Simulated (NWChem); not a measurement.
CH7AlGe; SMILES [CH3][AlH][GeH3]

All runs: NWChem. All runs use the structure optimised with PBE0/def2-SVP.

### Question
Estimate the computed values for B3LYP/pcseg-2. Quantities: highest occupied level (eV); orbital gap (eV); dipole (D).

### Answer
| Property | Value |
|---|---|
| highest occupied level (eV) | -7.18 |
| orbital gap (eV) | 5.26 |
| dipole (D) | 1.22 |
